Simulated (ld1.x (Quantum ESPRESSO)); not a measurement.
## What one change does to a pseudopotential (Lu, ultrasoft)

ld1.x (Quantum ESPRESSO) 7.5 input, shortened:

```
&input
   title='Lu', zed=71., rel=1, dft='PBE', iswitch=3,
   config='[Xe] 4f14 5d1 6s2 6p0'
 /
 &inputp
   pseudotype=3, tm=.true., lloc=-1, rcloc=4.05,
   nlcc=.false.,
   which_augfun='PSQ', rmatch_augfun_nc=.true.
 /
6
6S  1  0   2.00   0.00  2.50  3.45  0.0
6S  1  0   0.00   0.45  2.50  3.45  0.0
6P  2  1   0.00   0.00  3.40  4.40  0.0
6P  2  1   0.00   3.00  3.40  4.40  0.0
5D  3  2   1.00   0.00  2.30  2.45  0.0
5D  3  2   0.00   0.60  2.30  2.45  0.0
 &test
   configts(1)='5d1 6s2 6p0'
 /
```

Change: reference 5d2 6s1 6p0.

Cutoffs: the cutoffs (Ry, on a coarse ladder) from which the occupation-weighted sum of valence levels, in a spherical-Bessel basis at the reference potential, stays within 10 and 1 mRy of its value at 400 Ry; they do not see the model core or the augmentation charge, which bear on the density cutoff. Errors are all-electron minus pseudo energies relative to the spin-unpolarised reference configuration.

Question: What does the change do?

Answer: The potential gets harder (12 Ry and 18 Ry → 15 Ry and 18 Ry); the number of tests with a reliable result goes from 7 to 6 (the test run of the changed file stopped, so its transferability is not established); neither file shows a bound ghost.

| quantity | base | changed |
| --- | --- | --- |
| cutoff, loose | 12 Ry | 15 Ry |
| cutoff, tight | 18 Ry | 18 Ry |
| bound ghosts | none | none |
| tests with a reliable result | 7 of 7 | 6 of 7 (the test run stopped) |
| s: phases at 4.74 bohr within 0.05 rad from the reference energy up to (Ry; the scan ends near 5) | 2.7 | 2.7 |
| p: phases at 4.74 bohr within 0.05 rad from the reference energy up to (Ry; the scan ends near 5) | 0.9 | 1.0 |
| d: phases at 4.74 bohr within 0.05 rad from the reference energy up to (Ry; the scan ends near 5) | 2.6 | 2.6 |
| lowest overlap eigenvalue by channel | s 0.39, p 0.23, d 0.99 | s 0.39, p 0.22, d 0.99 |
